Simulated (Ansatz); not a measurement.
`F[SiH2]C#[C][GeH3]`. The species carries charge 0 and has multiplicity 1. Correlated methods include outer-core shells of Ge, which these sets cover unevenly. Scalar relativity is left out up to krypton.

```xyz
10

F    -0.8762   -1.3427   -2.9306
Si   -0.2435   -1.8694   -1.5632
C    -0.0655   -0.4782   -0.4095
C     0.0646    0.4337    0.3806
Ge    0.2618    1.8743    1.6114
H    -1.1593   -2.8812   -0.9932
H     1.0847   -2.4462   -1.8640
H     0.3332    1.2882    3.0253
H    -0.9532    2.7962    1.4696
H     1.5535    2.6254    1.2735
```

**Question.** Give the diagnostics of a CCSD(T)/def2-TZVPP run (frozen core, Ansatz 0.2.0). (Estimate.)

**Answer.** The calculation gave: T1 = 0.0124, largest single amplitude 0.016, largest double 0.055, (T) share of the correlation energy 3.9 %, 10 CCSD cycles. The RHF solution is stable towards an unrestricted one. T1 lies under the customary mark of 0.02 for closed shells.
